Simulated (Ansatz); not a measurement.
C3H5FSi (`FCC1=C[SiH2]1`) from Hartree–Fock to CCSD(T)

```xyz
10

F    -2.030    0.431   -1.171
C    -1.430    0.628    0.056
C    -0.069    0.067    0.092
C     0.941   -0.022    0.958
Si    1.348   -0.813   -0.611
H    -1.406    1.707    0.248
H    -2.060    0.154    0.817
H     1.122    0.302    1.975
H     2.242   -0.165   -1.600
H     1.341   -2.288   -0.763
```

Total charge 0; spin multiplicity 1. All single points use the PBE0-D4/def2-TZVP geometry. It is one conformer, not always the lowest. Frozen core, restricted reference, the Gaussian-basis code of Ansatz. CBS rows extrapolate triple and quadruple zeta; past MP2 they add the triple-zeta difference.

```tsv
basis	HF (Eh)	MP2 corr.
def2-SVP	-504.54407	-0.67111
def2-TZVPP	-504.90363	-0.84429
def2-QZVPP	-504.92205	-0.90804
```

Question: Estimate the CCSD correlation energy and the (T) correction in each basis where they were run (hartree).

Answer: 
```json
{"basis": "def2-SVP", "CCSD corr.": "-0.71582", "(T)": "-0.02283"}
{"basis": "def2-TZVPP", "CCSD corr.": "-0.87972", "(T)": "-0.03680"}
{"basis": "CBS(def2)", "CCSD corr.": "-0.99069", "(T)": "as TZ"}
```
